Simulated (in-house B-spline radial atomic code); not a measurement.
**Two electrons outside the [Xe] 4f14 core: Ir VIII (Ir7+)**

Computed with a B-spline radial code for spherical atoms: configuration interaction (CI) of the two valence electrons in the field of the frozen Dirac-Fock core, alone and with many-body perturbation theory for the core (screened one- and two-electron correlation potentials), Breit and QED terms; no-pair Dirac Hamiltonian, finite nucleus. Labels give the configuration (outer n counted up each series) and the leading LS term, or the jj pair where no LS term holds 70 %.

The lowest nd levels tend to come out too strongly bound in this method, by some 0.05 to 0.2 eV for each d electron where measurements exist, which shifts their lines and rates.

Excitation energies (cm⁻¹):

| level | purity of the LS term | CI alone | CI + MBPT + Breit + QED | Landé g of the LS mixture |
| --- | --- | --- | --- | --- |
| 5d2 3F2 | 0.868 | 0 | 0 | 0.71 |
| 5d2 3F3 | 0.999 | 11822 | 12576 | 1.08 |
| 5d2 3P0 | 0.902 | 18058 | 18064 | - |
| 5d2 3F4 | 0.795 | ? | ? | ? |
| 5d2 (3/2,5/2)2 | 0.456 (1D) | 22236 | 23004 | 1.19 |
| 5d2 3P1 | 0.999 | 25507 | 25868 | 1.50 |
| 5d2 1G4 | 0.795 | 36115 | 36558 | 1.05 |
| 5d2 (5/2,5/2)2 | 0.55 (3P) | 37874 | 39511 | 1.27 |
| 5d2 1S0 | 0.901 | ? | ? | ? |
| 5d6s 3D1 | 1.0 | 164273 | 170937 | 0.50 |
| 5d6s 3D2 | 0.798 | 166429 | 173253 | 1.13 |
| 5d6s 3D3 | 1.0 | 179004 | 186483 | 1.33 |
| 5d6s 1D2 | 0.797 | 184819 | 192482 | 1.03 |
| 5d6p (3/2,1/2)°2 | 0.689 (3F) | 250377 | 260191 | 0.78 |
| 5d6p (3/2,1/2)°1 | 0.68 (3D) | 255202 | 264563 | 0.71 |
| 5d6p (5/2,1/2)°2 | 0.496 (3D) | 268073 | 277918 | 1.23 |
| 5d6p (5/2,1/2)°3 | 0.568 (3F) | 268683 | 279167 | 1.14 |
| 5d6p (3/2,3/2)°2 | 0.391 (3D) | 278482 | 289349 | 1.00 |
| 5d6p (3/2,3/2)°3 | 0.429 (3F) | 282917 | 294092 | 1.13 |
| 5d6p (3/2,3/2)°1 | 0.613 (3P) | 284139 | 295180 | 1.18 |

Problem. Where does 5d2 3F4 lie?

Solution. 20723 cm⁻¹ in CI alone and 21647 cm⁻¹ with all corrections; g = 1.20.

Problem. Where does 5d2 1S0 lie?

Solution. 62931 cm⁻¹ in CI alone and 66944 cm⁻¹ with all corrections.

Problem. What is the first ionisation energy?

Solution. 106.62 eV to the 5d3/2 state of the next ion (104.4 eV from CI alone). NIST lists 105 ± 2.1 eV (tabulated theory).

Some electric-dipole lines (reduced elements in atomic units, length form; vacuum wavelengths from the computed energies):

```tsv
upper	lower	D bare (size)	D with core polarisation (size)	λ (nm)	A (s⁻¹)
5d6p (3/2,1/2)°2	5d2 3F2	1.16	1.04	38.433	7.7e+09
5d6p (3/2,1/2)°2	5d2 3F3	0.0167	0.017	40.385	1.8e+06
5d6p (3/2,1/2)°1	5d2 3F2	1.16	1.05	37.798	1.4e+10
5d6p (3/2,1/2)°1	5d2 3P0	0.578	0.528	40.568	2.8e+09
5d6p (5/2,1/2)°2	5d2 3F2	0.264	0.24	35.982	5e+08
5d6p (5/2,1/2)°2	5d2 3F3	1.05	0.949	37.687	6.8e+09
5d6p (5/2,1/2)°3	5d2 3F2	0.245	0.215	35.821	2.9e+08
5d6p (5/2,1/2)°3	5d2 3F3	1.14	1.03	37.511	5.8e+09
5d6p (3/2,3/2)°2	5d2 3F2	0.132	0.124	34.56	1.5e+08
5d6p (3/2,3/2)°2	5d2 3F3	1.1	1.02	36.131	8.9e+09
```

Weak lines are less accurate than strong ones.
